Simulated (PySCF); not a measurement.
Computed shifts of a molecule C2H6BFN2, B3LYP/pcSseg-1 run with PySCF, GIAO, gas phase, equivalent atoms averaged, in ppm (number of nuclei): ¹³C: 185.4 (1), 107.3 (1). ¹⁹F: -118.6 (1). ¹⁵N: 67.1 (1), 59.2 (1). ¹H: 5.51 (1), 4.99 (1), 3.16 (1), 2.46 (1), 2.28 (1), 2.17 (1). References: ¹³C against TMS (σ = 181.3 ppm); ¹⁹F against CFCl3 (σ = 161.7 ppm); ¹¹B against BF3 (σ = 86.3 ppm); ¹⁵N against NH3 (σ = 265.5 ppm); ¹H against TMS (σ = 31.68 ppm), references at their B3LYP-D3(BJ)/def2-TZVP geometries, non-relativistic. Geometry: r2SCAN-D4/def2-SVP. One conformer was computed; it need not be the lowest.

Task: Which structure fits?
A. C/N=C/B(N)F
B. NB(N)/C=C\F
C. C=C(F)B(N)N
D. FB1NCCN1

Result: C, C=C(F)B(N)N
